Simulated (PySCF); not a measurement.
Group charges in `CN(C)C/P=C/F`

Species: C4H9FNP.
Numbering: `[CH3:1][N:2]([CH3:3])[CH2:4]/[P:5]=[CH:6]/[F:7]` (hydrogens: H8, H9, H10 on C1; H11, H12, H13 on C3; H14, H15 on C4; H16 on C6)

Structure used (GFN2-xTB), in Å, numbered top down from 1:
```
atom  x, y, z in Å
C1    -1.033   -0.999    0.859
N2    -1.070   -0.059   -0.237
C3    -1.601    1.223    0.169
C4     0.198    0.052   -0.890
P5     1.628    0.727    0.181
C6     2.815   -0.321   -0.347
F7     4.081   -0.208    0.088
H8    -0.718   -1.973    0.487
H9    -0.333   -0.683    1.652
H10   -2.029   -1.093    1.287
H11   -2.604    1.084    0.569
H12   -0.977    1.707    0.936
H13   -1.659    1.878   -0.699
H14    0.093    0.741   -1.735
H15    0.485   -0.929   -1.276
H16    2.715   -1.137   -1.055
```

Atomic charges (e) from the PBE0/pcSseg-1 density (PySCF):

| atom | Mulliken | IAO | Hirshfeld | ESP-fitted |
| --- | --- | --- | --- | --- |
| C1 | -0.1010 | -0.3064 | -0.0754 | -0.4609 |
| N2 | -0.5646 | -0.2284 | -0.0977 | -0.1789 |
| C3 | -0.1065 | -0.3081 | -0.0739 | -0.3289 |
| C4 | -0.2647 | -0.3055 | -0.0659 | -0.3209 |
| P5 | +0.2347 | +0.2521 | +0.0590 | -0.1041 |
| C6 | -0.0247 | -0.0964 | -0.0173 | +0.0568 |
| F7 | -0.2627 | -0.2502 | -0.0855 | -0.1492 |
| H8 | +0.1165 | +0.1445 | +0.0437 | +0.1840 |
| H9 | +0.0994 | +0.1089 | +0.0206 | +0.1759 |
| H10 | +0.1191 | +0.1475 | +0.0471 | +0.1867 |
| H11 | +0.1203 | +0.1480 | +0.0473 | +0.1489 |
| H12 | +0.1004 | +0.1114 | +0.0235 | +0.1441 |
| H13 | +0.1170 | +0.1454 | +0.0452 | +0.1524 |
| H14 | +0.1572 | +0.1520 | +0.0412 | +0.2034 |
| H15 | +0.1402 | +0.1385 | +0.0393 | +0.1593 |
| H16 | +0.1193 | +0.1467 | +0.0490 | +0.1316 |

Q: Cut each of the bonds C1–N2, C4–N2, P5–C4 and C6–P5 in turn and sum the charges on the side of the atom named first.

A: In e; the other side holds the opposite charge:

| bond cut | piece | atoms | Mulliken | IAO | Hirshfeld | ESP-fitted |
| --- | --- | --- | --- | --- | --- | --- |
| C1–N2 | CH3 | 4 | +0.234 | +0.094 | +0.036 | +0.086 |
| C4–N2 | C2H3FP | 7 | +0.099 | +0.037 | +0.020 | -0.023 |
| P5–C4 | CHFP | 4 | +0.067 | +0.052 | +0.005 | -0.065 |
| C6–P5 | CHF | 3 | -0.168 | -0.200 | -0.054 | +0.039 |

Extremes among these pieces. Mulliken: lowest CHF at C6, highest CH3 at C1; IAO: lowest CHF at C6, highest CH3 at C1; Hirshfeld: lowest CHF at C6, highest CH3 at C1; ESP-fitted: lowest CHFP at P5, highest CH3 at C1.

Q: Do the schemes agree better on the pieces than on the single atoms at the cuts?

A: The spread between schemes averages 0.173 e for the pieces and 0.287 e for the atoms named first; it is smaller for the piece at 3 of the 4 cuts. On average they agree better on the pieces. The sign differs between schemes (beyond ±0.03 e) for CHFP at P5 and CHF at C6.

One conformer (not necessarily the lowest) at the GFN2-xTB geometry, without solvent, vibrations or thermal averaging.
